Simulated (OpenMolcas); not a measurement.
## Sn+: effect of the active space

| Property | Result |
| --- | --- |
| Program | OpenMolcas 26.06 |
| Method | CASSCF or its RAS form |
| Basis | ANO-R1 |
| Scalar Hamiltonian | X2C, finite nucleus |
| Spin-orbit coupling | state interaction with AMFI integrals over the reference wave functions, term energies averaged over their components |

A. 3 electrons in 4 orbitals (5s 5p); 2S+1 = 4 odd, 1 root; 2S+1 = 2 odd, 3 roots; 2S+1 = 4 even, 3 roots; 2S+1 = 2 even, 9 roots; cost about 11 core-seconds
B. 3 electrons in 9 orbitals (RAS2 5s 5p; RAS3 5d, at most 2 electrons); 2S+1 = 4 odd, 1 root (0 in the spin-orbit step); 2S+1 = 2 odd, 3 roots; 2S+1 = 4 even, 3 roots; 2S+1 = 2 even, 6 roots; cost roughly 17 core-seconds

Energies in cm-1 above 5s2 5p 2P* 1/2, the measured ground level; measured values from NIST Handbook of Basic Atomic Spectroscopic Data.

```csv
Level,A,B,Measured
5s2 5p 2P* 1/2,0.0,0.0,0.0
5s2 5p 2P* 3/2,4052,4215,4251
5s 5p2 4P 1/2,38793,40705,46464
5s 5p2 4P 3/2,40435,42391,48368
5s 5p2 4P 5/2,42720,44642,50730
5s 5p2 2D 3/2,65962,64287,58844
5s 5p2 2D 5/2,66197,64521,59463
```

Deviations, from unrounded energies. A percentage is the sum of absolute deviations over the sum of measured energies, with the sign that they share, or ± where signs differ.

```csv
Against measurement,Levels,A,B
mean absolute deviation (cm-1),6,6300,4700
fine structure of the ground term (%),1,-4.7,-0.8
other configurations (%),5,±14.2,±10.7
```

B lies closest to measurement on these levels. The largest miss of B in the table is 5s 5p2 4P 5/2, by -6100 cm-1. The ranking rests on the paired levels alone, and a cruder setting can come out closer through cancelling errors.

Between A and B the level of the table that moves most is 5s 5p2 4P 3/2, by 2000 cm-1 (lowest in A, highest in B).

Terms of s pⁿ other than that of highest spin mix with s² pⁿ⁻² d, which this space lacks; all of them can be thousands of cm-1 off, and some have no real level of that name (holds for A). Some high roots are left out of the spin-orbit mixing, which shifts the levels that they would mix with (holds for B). Active for correlation alone: 5d; no level in the range computed is led by a configuration that fills it, so any true level of that kind is missing (holds for B). Computed and measured levels are paired by configuration, term and J; levels that our copy of the source lacks, or whose pairing is in doubt (as where it misses far off the trend of its configuration), stay unpaired and out of the deviations. Levels of configurations outside the active space are missing. The table leaves out levels that lie high or whose names do not pair safely across all columns.

* marks odd parity.
